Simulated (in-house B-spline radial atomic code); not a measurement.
RPA and G0W0 for Lu+, [Xe] 4f14 6s2, as one setting changes: the highest l of the empty states. Start: PBE0. A dash marks a level of low quasi-particle weight. Computed with an all-electron radial atomic-structure program (B-spline basis): all electrons, scalar-relativistic (spin-free one-electron X2C), finite nucleus, each spin shell either full or empty, empty states to the listed l with an (l + 1/2)⁻⁴ tail; G0W0 by contour deformation at full frequency.

Without the two-electron picture change, the correlation of inner shells comes somewhat too large for so heavy an element.

| highest l of the empty states | RPA summed (Eh) | RPA extrapolated (Eh) | G0W0 level (eV) |
| --- | --- | --- | --- |
| 5 | -5.6058 | -6.452 | 6s -14.234 |
| 6 | -5.9151 | -6.4464 | 6s -14.221 |
| 7 | ? | ? | ? |
| 8 | ? | ? | ? |
| 9 | -6.2289 | -6.3782 | 6s -14.218 |
| 10 | -6.2631 | -6.3668 | 6s -14.217 |
| 11 | -6.285 | -6.3589 | 6s -14.217 |

Task: What belongs in the row for 8?

Result: RPA summed (Eh): -6.1736; RPA extrapolated (Eh): -6.3959; G0W0 level (eV): 6s -14.219.

Task: What belongs in the row for 7?

Result: RPA summed (Eh): -6.0799; RPA extrapolated (Eh): -6.4166; G0W0 level (eV): 6s -14.221.
